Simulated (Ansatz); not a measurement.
A short molecular-dynamics run on C$_{3}$H$_{6}$ClNSn, SMILES `[CH3][Sn]([CH3])([Cl])[C]#N`.

```yaml
crystal:
  periodic: [false, false, false]
  atoms:
    - {symbol: C, position_ang: [-1.439282, -0.618818, 1.180557]}
    - {symbol: Sn, position_ang: [-0.186163, 0.031114, -0.399697]}
    - {symbol: C, position_ang: [1.882279, -0.428666, -0.391645]}
    - {symbol: Cl, position_ang: [-1.084221, -0.770669, -2.393696]}
    - {symbol: C, position_ang: [-0.376827, 2.140188, -0.547515]}
    - {symbol: N, position_ang: [-0.453740, 3.290071, -0.570971]}
    - {symbol: H, position_ang: [-1.407769, -1.705661, 1.247063]}
    - {symbol: H, position_ang: [-2.458293, -0.295293, 0.972770]}
    - {symbol: H, position_ang: [-1.101898, -0.182269, 2.120709]}
    - {symbol: H, position_ang: [2.333499, -0.020390, -1.294934]}
    - {symbol: H, position_ang: [2.015123, -1.509719, -0.373772]}
    - {symbol: H, position_ang: [2.354192, 0.015010, 0.485134]}
basis:
  gaussian: {orbitals: def2-SVP}
hamiltonian: {xc: {name: r2SCAN}, dispersion: d3bjatm}
md: {timestep: 1 fs, n_steps: 30, ensemble: nvt_nose_hoover, temperature: 1500, initial_velocities: maxwell_boltzmann, seed: 407}
```

```sh
$ ansatz run in.yaml --threads 2 --pin off --events-out ev --progress --plain --max-ram 32768MiB --backend cpu
```

| step | time (fs) | potential energy (eV) | kinetic (eV) | T (K) | conserved (eV) |
| --- | --- | --- | --- | --- | --- |
| 0 | 0.0 | -23044.8195 | 1.9389 | 1500 | -23042.8806 |
| 1 | 1.0 | -23044.5759 | 1.7244 | 1334 | -23042.8514 |
| 2 | 2.0 | -23044.1538 | 1.3299 | 1029 | -23042.8240 |
| 3 | 3.0 | -23043.9515 | 1.1282 | 873 | -23042.8235 |
| 4 | 4.0 | -23044.0010 | 1.1679 | 904 | -23042.8335 |
| 5 | 5.0 | -23044.1540 | 1.3135 | 1016 | -23042.8411 |
| 6 | 6.0 | -23044.2720 | 1.4188 | 1098 | -23042.8543 |
| 7 | 7.0 | -23044.1669 | 1.3033 | 1008 | -23042.8651 |
| 8 | 8.0 | -23043.7759 | 0.9469 | 733 | -23042.8310 |
| 9 | 9.0 | -23043.6404 | 0.8391 | 649 | -23042.8039 |
| 10 | 10.0 | -23044.0786 | 1.2203 | 944 | -23042.8616 |
| 11 | 11.0 | -23044.3383 | 1.4652 | 1134 | -23042.8773 |
| 12 | 12.0 | -23044.1108 | 1.2712 | 983 | -23042.8449 |
| 13 | 13.0 | -23043.8040 | 0.9858 | 763 | -23042.8244 |
| 14 | 14.0 | -23043.7215 | 0.8997 | 696 | -23042.8289 |
| 15 | 15.0 | -23043.8193 | 0.9921 | 768 | -23042.8353 |
| 16 | 16.0 | -23043.9912 | 1.1612 | 898 | -23042.8393 |
| 17 | 17.0 | -23044.1541 | 1.3134 | 1016 | -23042.8515 |
| 18 | 18.0 | -23044.1380 | 1.2882 | 997 | -23042.8623 |
| 19 | 19.0 | -23043.8719 | 1.0539 | 815 | -23042.8321 |
| 20 | 20.0 | -23043.8215 | 1.0250 | 793 | -23042.8121 |
| 21 | 21.0 | -23044.2115 | 1.3633 | 1055 | -23042.8657 |
| 22 | 22.0 | -23044.3546 | 1.5021 | 1162 | -23042.8723 |
| 23 | 23.0 | -23044.0895 | 1.2746 | 986 | -23042.8371 |
| 24 | 24.0 | -23043.8590 | 1.0551 | 816 | -23042.8282 |
| 25 | 25.0 | -23043.8129 | 1.0030 | 776 | -23042.8360 |
| 26 | 26.0 | -23043.8439 | 1.0348 | 801 | -23042.8372 |
| 27 | 27.0 | -23043.9098 | 1.1021 | 853 | -23042.8379 |
| 28 | 28.0 | -23043.9808 | 1.1654 | 902 | -23042.8480 |
| 29 | 29.0 | -23043.9228 | 1.1027 | 853 | -23042.8552 |
| 30 | 30.0 | -23043.6978 | 0.9045 | 700 | -23042.8308 |

Velocities are drawn at the set temperature; a run this short doesn't reach equilibrium.

Frames (Å, forces in eV/Å):

```xyz
12
time=0.0 fs
C    -1.439   -0.619    1.181    0.059    0.032   -0.057
Sn   -0.186    0.031   -0.400    0.098    0.062    0.215
C     1.882   -0.429   -0.392   -0.084    0.023    0.011
Cl   -1.084   -0.771   -2.394   -0.190   -0.171   -0.422
C    -0.377    2.140   -0.548    0.104   -1.428    0.048
N    -0.454    3.290   -0.571   -0.115    1.653   -0.044
H    -1.408   -1.706    1.247    0.004   -0.327    0.029
H    -2.458   -0.295    0.973   -0.310    0.098   -0.056
H    -1.102   -0.182    2.121    0.092    0.128    0.283
H     2.333   -0.020   -1.295    0.143    0.124   -0.270
H     2.015   -1.510   -0.374    0.050   -0.325    0.006
H     2.354    0.015    0.485    0.148    0.131    0.257
12
time=2.0 fs
C    -1.433   -0.624    1.168   -1.411    0.122   -1.486
Sn   -0.193    0.027   -0.396   -0.091    0.395   -0.039
C     1.864   -0.384   -0.410    1.676   -2.878    4.607
Cl   -1.080   -0.769   -2.396   -0.161   -0.168   -0.446
C    -0.346    2.143   -0.545    0.094   -2.257    0.080
N    -0.440    3.285   -0.585   -0.172    2.461   -0.086
H    -1.378   -1.690    1.224   -0.106   -1.166   -0.027
H    -2.491   -0.287    1.090    0.531   -0.140   -0.185
H    -1.019   -0.243    2.040    0.905    0.988    2.215
H     2.333    0.024   -1.245    0.933    0.683   -2.039
H     2.053   -1.594   -0.332   -0.444    2.944   -0.421
H     2.479    0.069    0.553   -1.753   -0.983   -2.174
12
time=4.0 fs
C    -1.431   -0.629    1.152   -0.856    0.093    0.656
Sn   -0.199    0.023   -0.392   -0.154    0.641   -0.357
C     1.851   -0.348   -0.415    3.367   -2.550    3.624
Cl   -1.077   -0.767   -2.399   -0.138   -0.166   -0.463
C    -0.315    2.138   -0.542   -0.084   -1.167    0.043
N    -0.428    3.286   -0.599   -0.073    1.446   -0.061
H    -1.353   -1.714    1.199   -0.265   -0.444   -0.083
H    -2.504   -0.283    1.199    0.998   -0.256   -0.372
H    -0.907   -0.271    2.033    0.042    0.265    0.650
H     2.363    0.090   -1.265   -0.001   -0.113   -0.708
H     2.075   -1.572   -0.306   -0.577    3.172   -0.682
H     2.539    0.088    0.544   -2.258   -0.922   -2.246
12
time=6.0 fs
C    -1.432   -0.634    1.138    0.844   -0.608    2.736
Sn   -0.206    0.020   -0.389   -0.004    0.806   -0.646
C     1.848   -0.320   -0.408    3.430   -0.573    0.583
Cl   -1.074   -0.765   -2.403   -0.123   -0.166   -0.465
C    -0.284    2.130   -0.540   -0.402    0.850   -0.077
N    -0.415    3.290   -0.613    0.155   -0.442    0.047
H    -1.338   -1.754    1.171   -0.408    0.699   -0.074
H    -2.481   -0.289    1.294    0.629   -0.111   -0.492
H    -0.794   -0.288    2.052   -1.196   -0.457   -1.058
H     2.393    0.152   -1.311   -1.133   -0.963    0.876
H     2.075   -1.434   -0.306   -0.294    1.049   -0.706
H     2.516    0.073    0.451   -1.499   -0.083   -0.724
12
time=8.0 fs
C    -1.430   -0.641    1.132    2.017   -1.148    3.023
Sn   -0.213    0.016   -0.385    0.272    0.905   -0.859
C     1.856   -0.293   -0.400   -0.776    2.893   -4.171
Cl   -1.070   -0.763   -2.407   -0.109   -0.161   -0.450
C    -0.254    2.125   -0.537   -0.693    2.260   -0.200
N    -0.402    3.294   -0.627    0.362   -1.768    0.164
H    -1.338   -1.770    1.141   -0.441    0.933   -0.025
H    -2.435   -0.298    1.372   -0.242    0.203   -0.441
H    -0.725   -0.321    2.034   -1.511   -0.564   -1.262
H     2.382    0.180   -1.328   -1.303   -0.984    1.095
H     2.066   -1.267   -0.332    0.788   -4.699   -0.430
H     2.442    0.059    0.339    1.636    2.130    3.556
12
time=10.0 fs
C    -1.422   -0.652    1.136    1.570   -0.847    2.027
Sn   -0.219    0.013   -0.382    0.387    1.015   -1.039
C     1.861   -0.259   -0.404   -1.234    0.729   -2.619
Cl   -1.067   -0.762   -2.411   -0.103   -0.150   -0.429
C    -0.227    2.126   -0.535   -0.826    2.268   -0.229
N    -0.388    3.293   -0.641    0.420   -1.793    0.198
H    -1.354   -1.753    1.110   -0.382    0.071   -0.014
H    -2.398   -0.301    1.432   -0.630    0.368   -0.426
H    -0.710   -0.375    1.971   -0.747   -0.236   -0.151
H     2.323    0.172   -1.306   -0.475   -0.067   -0.229
H     2.084   -1.259   -0.375    0.581   -3.202   -0.275
H     2.422    0.120    0.351    1.439    1.844    3.187
12
time=12.0 fs
C    -1.409   -0.665    1.146   -0.793   -0.200    0.187
Sn   -0.226    0.010   -0.379    0.406    1.148   -1.147
C     1.864   -0.222   -0.415    1.144   -3.072    3.511
Cl   -1.064   -0.761   -2.416   -0.103   -0.133   -0.397
C    -0.202    2.135   -0.534   -0.753    0.867   -0.118
N    -0.373    3.287   -0.654    0.283   -0.518    0.097
H    -1.386   -1.734    1.078   -0.344   -1.047   -0.080
H    -2.382   -0.289    1.475   -0.149    0.219   -0.608
H    -0.721   -0.437    1.905    1.085    0.347    2.015
H     2.248    0.162   -1.296    0.759    1.157   -2.282
H     2.123   -1.366   -0.428   -0.343    1.878    0.108
H     2.452    0.246    0.475   -1.192   -0.645   -1.286
12
time=14.0 fs
C    -1.398   -0.679    1.157   -1.414   -0.202    0.154
Sn   -0.232    0.008   -0.377    0.544    1.260   -1.124
C     1.869   -0.194   -0.417    2.049   -2.997    3.011
Cl   -1.061   -0.760   -2.422   -0.103   -0.113   -0.349
C    -0.179    2.146   -0.533   -0.556   -1.175    0.099
N    -0.357    3.280   -0.667    0.026    1.354   -0.108
H    -1.430   -1.751    1.043   -0.301   -0.727   -0.029
H    -2.372   -0.270    1.495    0.324    0.042   -0.678
H    -0.695   -0.488    1.911    1.126    0.206    2.033
H     2.196    0.192   -1.363    0.388    0.691   -0.706
H     2.151   -1.412   -0.476   -0.516    3.201    0.461
H     2.442    0.352    0.559   -1.566   -1.539   -2.762
12
time=16.0 fs
C    -1.392   -0.693    1.169    0.296   -0.875    1.738
Sn   -0.238    0.006   -0.375    0.821    1.270   -1.017
C     1.881   -0.176   -0.409    1.670   -1.426   -0.079
Cl   -1.058   -0.759   -2.428   -0.114   -0.094   -0.292
C    -0.158    2.154   -0.532   -0.467   -2.385    0.268
N    -0.341    3.277   -0.680   -0.132    2.446   -0.264
H    -1.486   -1.794    1.007   -0.105    0.534    0.222
H    -2.351   -0.248    1.490    0.252    0.057   -0.476
H    -0.632   -0.532    1.989   -0.810   -0.341   -0.160
H     2.160    0.248   -1.455   -0.198   -0.213    1.812
H     2.160   -1.340   -0.508   -0.251    2.486    0.672
H     2.374    0.401    0.540   -0.961   -1.458   -2.426
12
time=18.0 fs
C    -1.384   -0.711    1.187    1.234   -1.380    2.150
Sn   -0.244    0.004   -0.373    1.126    1.083   -0.860
C     1.898   -0.161   -0.402   -1.154    1.075   -3.385
Cl   -1.056   -0.758   -2.434   -0.136   -0.068   -0.226
C    -0.139    2.154   -0.530   -0.648   -1.737    0.209
N    -0.325    3.280   -0.694   -0.012    1.775   -0.193
H    -1.546   -1.818    0.980    0.114    1.122    0.412
H    -2.321   -0.224    1.468   -0.103    0.197   -0.168
H    -0.596   -0.588    2.063   -1.703   -0.450   -1.298
H     2.117    0.297   -1.482   -0.196   -0.470    2.430
H     2.161   -1.180   -0.514    0.799   -1.460    0.458
H     2.271    0.399    0.434    0.678    0.314    0.471
12
time=20.0 fs
C    -1.373   -0.732    1.211    0.793   -0.871    1.519
Sn   -0.250    0.003   -0.371    1.330    0.714   -0.642
C     1.911   -0.144   -0.405   -4.182    1.963   -5.370
Cl   -1.053   -0.757   -2.440   -0.158   -0.035   -0.154
C    -0.122    2.149   -0.527   -0.989    0.125   -0.062
N    -0.309    3.288   -0.708    0.291   -0.047    0.078
H    -1.602   -1.802    0.967    0.154    0.618    0.348
H    -2.294   -0.193    1.438   -0.128    0.180    0.013
H    -0.623   -0.660    2.092   -1.325   -0.281   -1.055
H     2.068    0.330   -1.421    0.161   -0.058    1.096
H     2.194   -1.079   -0.505    1.964   -5.181    0.106
H     2.195    0.413    0.352    2.089    2.874    4.122
12
time=22.0 fs
C    -1.360   -0.757    1.240   -1.059    0.521   -0.456
Sn   -0.255    0.002   -0.370    1.418    0.324   -0.345
C     1.913   -0.122   -0.424   -1.667   -1.802    1.511
Cl   -1.051   -0.757   -2.447   -0.180   -0.002   -0.073
C    -0.108    2.145   -0.524   -1.271    1.720   -0.344
N    -0.293    3.295   -0.722    0.540   -1.602    0.351
H    -1.653   -1.764    0.968   -0.084   -0.546    0.015
H    -2.271   -0.155    1.409    0.243   -0.092    0.113
H    -0.696   -0.743    2.084    0.374   -0.048    0.829
H     2.026    0.364   -1.325    0.791    1.404   -2.465
H     2.294   -1.147   -0.488    0.278    0.140    0.403
H     2.190    0.519    0.403    0.618   -0.017    0.462
12
time=24.0 fs
C    -1.350   -0.780    1.267   -2.276    1.294   -2.244
Sn   -0.259    0.001   -0.369    1.531    0.056   -0.043
C     1.908   -0.104   -0.439    0.449   -2.249    3.914
Cl   -1.048   -0.756   -2.453   -0.194    0.027    0.017
C    -0.098    2.145   -0.523   -1.362    2.092   -0.446
N    -0.275    3.299   -0.736    0.592   -2.013    0.452
H    -1.707   -1.745    0.969   -0.238   -0.962   -0.199
H    -2.239   -0.121    1.384    0.401   -0.278    0.297
H    -0.757   -0.829    2.107    1.559   -0.017    2.301
H     2.012    0.446   -1.312    0.899    1.053   -2.240
H     2.406   -1.219   -0.458   -1.042    2.997    0.145
H     2.211    0.629    0.478   -0.319   -1.999   -1.954
12
time=26.0 fs
C    -1.346   -0.799    1.288   -0.877    0.247   -0.663
Sn   -0.264    0.000   -0.368    1.709   -0.065    0.111
C     1.905   -0.093   -0.442    1.401    0.235    1.218
Cl   -1.046   -0.755   -2.460   -0.200    0.054    0.106
C    -0.093    2.152   -0.523   -1.259    1.073   -0.281
N    -0.255    3.297   -0.748    0.446   -1.121    0.307
H    -1.769   -1.759    0.964    0.102   -0.108    0.030
H    -2.193   -0.096    1.370    0.064   -0.136    0.526
H    -0.765   -0.915    2.208    0.114    0.220   -0.010
H     2.031    0.565   -1.378    0.430   -1.251    0.967
H     2.480   -1.184   -0.422   -1.390    3.038   -0.165
H     2.221    0.667    0.484   -0.541   -2.187   -2.147
12
time=28.0 fs
C    -1.346   -0.817    1.306    0.086   -0.961    0.615
Sn   -0.267   -0.001   -0.367    1.901   -0.118    0.151
C     1.906   -0.081   -0.441    0.597    2.112   -0.924
Cl   -1.045   -0.754   -2.467   -0.199    0.082    0.196
C    -0.091    2.163   -0.524   -1.066   -0.811    0.085
N    -0.234    3.292   -0.759    0.214    0.599   -0.030
H    -1.827   -1.778    0.960    0.503    0.707    0.311
H    -2.144   -0.076    1.377   -0.340    0.077    0.673
H    -0.768   -0.993    2.310   -0.859    0.570   -1.931
H     2.067    0.639   -1.413    0.039   -2.136    1.991
H     2.504   -1.036   -0.393   -0.592    0.854   -0.375
H     2.212    0.624    0.410   -0.283   -0.974   -0.762
12
time=30.0 fs
C    -1.345   -0.838    1.327   -0.074   -0.699    0.540
Sn   -0.270   -0.001   -0.365    2.016   -0.202    0.209
C     1.908   -0.063   -0.444   -3.072    2.977   -4.084
Cl   -1.043   -0.753   -2.473   -0.188    0.110    0.284
C    -0.093    2.171   -0.524   -0.946   -2.307    0.404
N    -0.212    3.289   -0.771    0.074    1.966   -0.329
H    -1.867   -1.772    0.967    0.499    0.690    0.292
H    -2.107   -0.055    1.409   -0.299   -0.082    0.642
H    -0.800   -1.049    2.344   -0.677    0.635   -2.023
H     2.105    0.635   -1.375   -0.159   -1.705    1.359
H     2.512   -0.864   -0.376    2.078   -3.682   -0.311
H     2.194    0.549    0.315    0.747    2.301    3.016
```

Hardware: 2 threads of an AMD EPYC 7R13 on a shared host. Wall time 2.2 min, peak host memory 0.25 GiB.
